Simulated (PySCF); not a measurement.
C₇H₂O₂.
Structure used (PBE0-D3(BJ)/def2-SVP), in Å, numbered top down from 1:
```xyz
11
C7H2O2 angstrom
C      2.426   -3.971    1.222
C      1.815   -2.967    0.900
C      1.132   -1.846    0.537
C      0.516   -0.838    0.208
C     -0.168    0.278   -0.159
C     -0.790    1.275   -0.490
C     -1.467    2.466   -0.960
O     -1.155    3.062   -1.956
O     -2.475    2.818   -0.159
H      2.965   -4.857    1.507
H     -2.869    3.616   -0.547
```

Linear response at CAM-B3LYP/def2-SVPD (PySCF, frozen core in the response, non-relativistic). The structure is a single PBE0-D3(BJ)/def2-SVP conformer in the gas phase; no vibrational or solvent corrections.

Static isotropic polarisability: 114.36 au (16.95 Å³), principal values 48.8, 59.2, 235.0 au.

(1) What is the polarisability at 1064 nm and at the sodium D line?

(2) What is the isotropic C6 coefficient between two such molecules, C6 = (3/π)∫α(iω)² dω?

(3) Which effective excitation energy ω̄ makes London's formula C6 = (3/4)α²ω̄ exact here?

(4) The lowest 6 singlets have (eV, f): 3.33, 0.000; 3.73, 0.023; 3.95, 0.000; 4.98, 0.000; 5.59, 0.000; 5.74, 0.334. What share of the static polarisability do they carry in the sum over states α = Σ f/ω²?

(5) How anisotropic is the static polarisability, by Δα² = ½[(α1 − α2)² + (α2 − α3)² + (α3 − α1)²]?

(6) What n − 1 at the D line would an ideal gas of it have at 273.15 K and 1 atm (2.6868 × 10¹⁹ cm⁻³), by n − 1 = 2π·N·α′?

## Answers

(1) 116.97 au at 1064 nm (+2.3 %), 123.66 au at 589.3 nm (+8.1 %). The rise at 589.3 nm is 3.56 times that at 1064 nm; a pure ω² law gives 3.26. The lowest singlet lies at 373 nm, shorter than both wavelengths.

(2) 3604 au (Eh·bohr⁶) by a ten-point quadrature over imaginary frequencies, which is 2150 eV·Å⁶ or 208 J·nm⁶/mol.

(3) ω̄ = 4·C6/(3α²) = 0.367 Eh = 10.0 eV. A one-pole form α(ω) = α/(1 − ω²/ω̄²) fitted to the 1064 nm value gives 7.8 eV.

(4) 8.76 au, 7.7 % of α; the largest term, 7.51 au, is that of the state at 5.74 eV. Their oscillator strengths add up to 0.36. Higher states carry the rest.

(5) Δα = 181.2 au, or 1.58 of the isotropic value.

(6) 30.94 × 10⁻⁴, a formal value whether or not that pressure can be reached.
